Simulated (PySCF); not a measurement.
Computed shifts of a molecule CH6ClFSi2, PBE0/pcSseg-1 (PySCF), GIAO, gas phase, atoms alike by connectivity averaged where their shifts nearly agree, in ppm (number of nuclei): ¹³C: 8.9 (1). ²⁹Si: 50.9 (1), -106.2 (1). ¹⁹F: -153.7 (1). ¹H: 3.79 (3), 0.95 (3). References: ¹³C against TMS (σ = 186.3 ppm); ²⁹Si against TMS (σ = 352.7 ppm); ¹⁹F against CFCl3 (σ = 167.2 ppm); ³⁵Cl against HCl (σ = 945.9 ppm); ¹H against TMS (σ = 31.56 ppm), references at their B3LYP-D3(BJ)/def2-TZVP geometries, non-relativistic (without spin–orbit terms, shifts of atoms bonded to Cl or Br come out too high). Geometry: PBE0-D3(BJ)/def2-SVP. Other conformers were not sampled.

**Question.** Identify the compound among the candidates.
(A) F[SiH2]C[SiH2]Cl
(B) C[Si@@](F)([SiH3])Cl
(C) F[C@@H]([SiH3])[SiH2]Cl
(D) C[Si@@H](Cl)[SiH2]F

**Answer.** B, C[Si@@](F)([SiH3])Cl
